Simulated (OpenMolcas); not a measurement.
Au5+ among 4 point charges of -2.5 e arranged as a tetrahedron (Td), 1.93 Å from the ion.

```
Program             : OpenMolcas 26.06
Method              : CASSCF
Basis               : ANO-RCC-VDZP [7s6p4d2f]
Scalar Hamiltonian  : DKH2, point nucleus
Active space        : 6 electrons in 5 orbitals (5d)
State averaging     : 2S+1 = 5 even, 5 roots; 2S+1 = 3 even, 45 roots; 2S+1 = 1 even, 50 roots
Spin-orbit coupling : state interaction with AMFI integrals over the reference wave functions
```

(1) What is the spin-free ground state (labels of Td)?

(2) Where is the first state of the same spin?

(3) What are the lowest two levels with spin-orbit coupling?

(4) What is χT at 300 K?

(5) Which ligand-field parameters describe the states?

Answers

(1) 5E, 2-fold in its orbital part, 100 % from free-ion D terms; it has the highest spin that d6 allows.

(2) 5T2 at 3710 cm-1 above the ground state.

(3) A 1-fold level A1, then a 3-fold level T1 194.7 cm-1 above it. Their leading multiplicities are 5 (80 %) and 5 (79 %).

(4) 4.70 cm3 K/mol.

(5) A least-squares ligand-field fit to the states below 45000 cm-1, each weighted by its degeneracy and with a free common offset, gives 10Dq = -3559 cm-1 (negative for this site), B = 996 cm-1 and C = 4159 cm-1 (C/B = 4.17), with an rms deviation of 44 cm-1. 

Spin-orbit coupling mixes the spin-free states strongly: the lowest level takes only 57 % from its leading state, 5E. An orbital doublet at a regular site is open to a Jahn-Teller distortion, which this geometry leaves out. Without dynamic correlation the repulsion within the d shell is too large (B by tens of per cent), so at a given field states of lower spin stand too high. Point charges give a weaker field than real ligands, and real ions of this kind are as a rule low spin; the high spin found here belongs to the model. The ground term spreads over less than 5000 cm-1, several times less than with real ligands, so orbital moments are less quenched and χT lies further from the spin-only value than at real sites. This is an electrostatic model: the charges have no orbitals. No measured value stands beside these numbers.
